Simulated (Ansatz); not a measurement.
Geometry optimisation, Ansatz, RKS PBE0/6-31G*.

Input:

```yaml
crystal:
  periodic: [false, false, false]
  atoms:
    - { symbol: B, position_ang: [-0.873139, 0.179128, -0.110278] }
    - { symbol: "N", position_ang: [-0.095436, -0.906401, 0.50885] }
    - { symbol: Cl, position_ang: [-1.334861, 0.044886, -1.79597] }
    - { symbol: Cl, position_ang: [-1.363951, 1.545615, 0.87195] }
    - { symbol: H, position_ang: [1.700923, 0.373758, -0.191843] }
    - { symbol: Cl, position_ang: [1.919373, 1.500945, -0.823194] }
    - { symbol: H, position_ang: [0.031915, -1.786497, 0.027487] }
    - { symbol: H, position_ang: [0.015176, -0.951334, 1.512999] }
basis:
  gaussian: { orbitals: "6-31G*" }
hamiltonian:
  xc: pbe0
relax:
  f_tol: 0.03
  max_steps: 50
output:
  orbitals: {}
```

Launched with:

```bash
$ ansatz run input.yaml --threads 2 --pin off --max-ram 3072MiB --backend cpu --events-out ev --progress --plain --runs-dir out
```

Problem. Where does it end, and by what steps?

Solution. It converged. The force dipped under the threshold on the way, but the program's further checks kept it going. After 10 steps the energy has fallen by 0.240 eV; Cl6 moved furthest, 0.98 Å.

```
step  energy less start (eV)  largest force component (eV/Å)  accepted
   0                  0.0000                           1.862       yes
   1                 -0.0955                           1.134       yes
   2                 -0.1059                           1.229       yes
   3                 -0.1887                           0.558       yes
   4                 -0.2090                           0.445       yes
   5                 -0.2134                           0.640       yes
   6                 -0.2366                           0.080       yes
   7                 -0.2384                           0.078       yes
   8                 -0.2403                           0.015       yes
   9                 -0.2404                           0.033       yes
  10                 -0.2405                           0.015       yes
```

```xyz
8
Properties=species:S:1:pos:R:3
B -1.138 0.107 -0.072
N -0.038 -0.650 0.365
Cl -1.792 -0.157 -1.682
Cl -1.821 1.340 0.978
H 1.565 0.467 -0.245
Cl 2.716 1.002 -0.534
H 0.263 -1.470 -0.144
H 0.247 -0.638 1.336
```

The run took 11 s on 2 threads of AMD EPYC 9R45 96-Core Processor (Zen 5), on a shared host, peak memory 0.21 GiB.
